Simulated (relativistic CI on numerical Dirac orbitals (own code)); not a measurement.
Radial parameters of Hg23+

These numbers are calculated, not measured: Dirac-Coulomb-Breit CI, orbitals from a KLI potential per configuration, model QED (radiative potential, 1s self-energy scaled to tabulated hydrogen-like ionisation energies), unscaled Slater integrals (own radial code, finite nucleus).

Slater integrals F^k, G^k are unscaled and averaged over j, outside the closed core [Ar] 3d10; ζ comes from projecting the Hamiltonian with its Breit term on Σ l·s of the shell.

- 4s2 4p6 4d10 4f11: F^2(4f,4f) = 237310, F^4(4f,4f) = 153270, F^6(4f,4f) = 111610, ζ(4f) = 10464 cm⁻¹; <r>(4f) = 0.4325, <r^2>(4f) = 0.2176 (bohr units).
- 4s2 4p6 4d10 4f10 5s: F^2(4f,4f) = 240010, F^4(4f,4f) = 155130, F^6(4f,4f) = 113010, ζ(4f) = 10726, G^3(4f,5s) = 37073 cm⁻¹; <r>(4f) = 0.4285, <r^2>(4f) = 0.2134, <r>(5s) = 0.768, <r^2>(5s) = 0.6566 (bohr units).
- 4s2 4p6 4d10 4f9 5s2: F^2(4f,4f) = 242910, F^4(4f,4f) = 157140, F^6(4f,4f) = 114510, ζ(4f) = 10990 cm⁻¹; <r>(4f) = 0.4242, <r^2>(4f) = 0.209 (bohr units).

Averages of the first 10 configurations, taken without configuration mixing, which lowers the lowest level and can move excited configurations by several eV; other configurations of the list can lie among them:

```csv
Configuration,Parity,States,Average energy above the lowest level (eV)
4s2 4p6 4d10 4f11,odd,364,12.9
4s2 4p6 4d10 4f10 5s,even,2002,77.8
4s2 4p6 4d10 4f9 5s2,odd,2002,152.1
4s2 4p6 4d10 4f10 5p,odd,6006,146.3
4s2 4p6 4d9 4f12,even,910,282.3
4s2 4p6 4d10 4f10 5d,even,10010,235.8
4s2 4p6 4d8 4f13,odd,630,553.8
4s2 4p5 4d10 4f12,odd,546,532.3
4s2 4p6 4d10 4f10 6s,even,2002,340.8
4s2 4p4 4d10 4f13,odd,210,1052.1
```
